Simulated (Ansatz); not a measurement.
Consider the homolysis of the C–C bond: `CBCC` → `[CH2]BC`• + `[CH3]`•.

Computed with Ansatz on PBE0-D4/def2-TZVP structures; ΔE is electronic, products minus reactants. CCSD(T)/CBS adds triple-zeta CCSD(T) − MP2 to the extrapolated MP2 energy (def2 sets, frozen cores). This one scheme is used for every species. DFT in def2-TZVPP. No spin–orbit coupling; open shells (•) take unrestricted orbitals. Each species was taken in one conformer, which may not be the lowest.

`CBCC`:

Cartesian coordinates in Å:
```
C 1.390 -0.279 -1.027
B 0.022 0.465 -0.998
C -0.989 0.446 0.192
C -0.650 -0.374 1.429
H 2.159 0.493 -0.866
H 1.620 -0.701 -2.009
H 1.532 -1.040 -0.258
H -0.273 1.141 -1.950
H -1.955 0.127 -0.233
H -1.184 1.495 0.459
H -0.523 -1.431 1.184
H -1.430 -0.307 2.191
H 0.283 -0.036 1.887
```

`[CH2]BC`•:

Z-matrix (Å, degrees):
```
C
B 1 1.561
H 1 1.092 2 115.2
H 1 1.097 2 109.8 3 122.7
H 1 1.097 2 110.0 3 -122.9
C 2 1.531 1 122.9 3 -0.3
H 2 1.202 1 118.8 3 179.7
H 6 1.087 2 123.3 1 -179.8
H 6 1.088 2 122.7 1 0.3
```

`[CH3]`•:

Z-matrix (Å, degrees):
```
C
H 1 1.080
H 1 1.080 2 120.0
H 1 1.080 2 120.0 3 180.0
```

```
   species  r2SCAN0 energy (Eh)
    `CBCC`           -144.52828
`[CH2]BC`•           -104.57647
  `[CH3]`•            -39.82699
```

Work out ΔE.

ΔE = (-104.57647) + (-39.82699) − (-144.52828) = 0.12482 Eh = +327.7 kJ/mol. CCSD(T)/CBS gives +362.7 kJ/mol.

Largest T1 diagnostic among the species: 0.011.

In def2-TZVPP, CCSD(T) changes the Hartree–Fock value by +130.2 kJ/mol (the triples alone add +11.8 kJ/mol) and MP2 by +149.2 kJ/mol; breaking electron pairs costs correlation energy, which Hartree–Fock lacks. At CCSD(T), def2-SVP lies −7.3 kJ/mol from the extrapolated value and def2-TZVPP −8.4 kJ/mol.
